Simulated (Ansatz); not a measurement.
`FBO[SiH3]` + HCl → `[SiH3]OBCl` + H–F at 400 K and 1 bar (ligand exchange at a B–F bond).

Program: Ansatz. Geometries: PBE0-D4/def2-TZVP. ΔE: electronic, gas phase. CBS: MP2 limit from def2 TZ/QZ plus the TZ coupled-cluster correction, frozen cores. This one scheme is used for every species. Each species was taken in one conformer, which may not be the lowest.

| species | CCSD(T)/CBS energy (Eh) | H − E (kJ/mol) | S (J/(mol·K)) |
| --- | --- | --- | --- |
| `FBO[SiH3]` | -491.38634 | 146.6 | 343.2 |
| HCl | -460.38127 | 29.6 | 195.4 |
| `[SiH3]OBCl` | -851.35221 | 143.6 | 351.9 |
| H–F | -100.39570 | 36.5 | 182.2 |

H − E and S are ideal-gas, rigid-rotor, harmonic terms from PBE0-D4/def2-TZVP, for one conformer and one mirror image of each species. 1 Eh = 2625.50 kJ/mol, R = 8.31446 J/(mol·K).

**Question.** By hand: ΔE, ΔH, ΔS and ΔG.

**Answer.** ΔE = (-851.35221) + (-100.39570) − (-491.38634) − (-460.38127) = 0.01970 Eh = 51.7 kJ/mol. Δ(H − E) = 143.6 + 36.5 − 146.6 − 29.6 = 3.9, so ΔH = 55.6 kJ/mol. ΔS = 351.9 + 182.2 − 343.2 − 195.4 = -4.5 J/(mol·K). ΔG = 55.6 − 400 × (-4.5)/1000 = 57.4 kJ/mol.

**Question.** By hand: the equilibrium constant, and the temperature at which ΔG would vanish if ΔH and ΔS stayed fixed.

**Answer.** log₁₀ K = −ΔG/(RT ln 10) = -7.5. ΔH and −TΔS have one sign here, so there is no such temperature.

The number of gas molecules stays the same, so ΔS is small and ΔH decides. A doubt of 5 kJ/mol in ΔE shifts log₁₀ K by 0.7 here. Other conformers and mirror images would add mixing entropy, several J/(mol·K) or more a flexible species. These are equilibria of isolated gas molecules and say nothing of rates. Largest T1 diagnostic: 0.013 (customary marks: 0.02 for closed shells, 0.045 for open ones).

ΔS is within the doubt of such terms, so its sign, and with it that verdict, could turn.
